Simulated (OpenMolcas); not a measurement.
Pd2+ with its 6 nearest fluoride ions at 2.173 Å, on the Y site of Cs2NaYF6 (a = 9.075 Å, distance in the model lattice 2.178 Å). The rest of the host is ab initio model potentials to 7.6 Å, with orthogonalisation functions on the cations behind the ligands, and point charges beyond; the distance is set by hand and nothing relaxes, and no local charge compensation is placed. Ligand basis ANO-RCC-VDZP.

```
Program             : OpenMolcas
Method              : SS-CASPT2, IPEA 0.25 Eh, imaginary shift 0.1 Eh (closed shells correlated: 4s 4p and the ligand valence shells)
Basis               : ANO-RCC-VTZP [7s6p4d2f1g]
Scalar Hamiltonian  : DKH2, point nucleus
Active space        : 8 electrons in 5 orbitals (4d)
State averaging     : 2S+1 = 3 even, 10 roots; 2S+1 = 1 even, 15 roots
Spin-orbit coupling : state interaction with AMFI integrals over the reference wave functions
```

Question: What is the spin-free ground state (labels of O, the rotations of Oh)?

Answer: 3A2, 1-fold in its orbital part, 100 % from free-ion F terms; it has the highest spin that d8 allows.

Question: Where is the first state of the same spin?

Answer: 3T2 at 13400 cm-1 above the ground state.

Question: What are the lowest two levels with spin-orbit coupling?

Answer: A 3-fold level T2, then a 2-fold level E 8730 cm-1 above it. Their leading multiplicities are 3 (100 %) and 1 (88 %).

Question: What is χT at 300 K, and how does it compare with the textbook value?

Answer: The lowest level has 2S+1 = 3, for which the spin-only value is χT = S(S+1) / 2 = 1.000 cm3 K/mol (g = 2). The computed 1.412 at 300 K differs by +0.412, through orbital momentum, spin-orbit coupling and any other state in reach.

Roots that are degenerate in the reference are averaged as groups; the widest CASPT2 spread within a group is 390 cm-1 (the 3-fold group of multiplicity 3 near 29200 cm-1 above the lowest state of its run). Shifts and gaps below about the spread of the groups concerned are not significant. Over all roots computed the reference weight is 0.70 to 0.71; a low but even weight reflects the number of correlated electrons. Real 4d8 and 5d8 ions are as a rule square planar and diamagnetic. Ligand-to-metal charge-transfer states are missing. With no ligand orbital active B as a rule stays too high, so bands that hang on it stand too high and its fall with covalency is understated. With one d shell and no ligand orbital active, 10Dq can be off by a tenth or more. Free-ion shares, where given, are those of the reference states; single-state CASPT2 does not remix them. No measured value stands beside these numbers; the geometry was set by hand and not optimised.
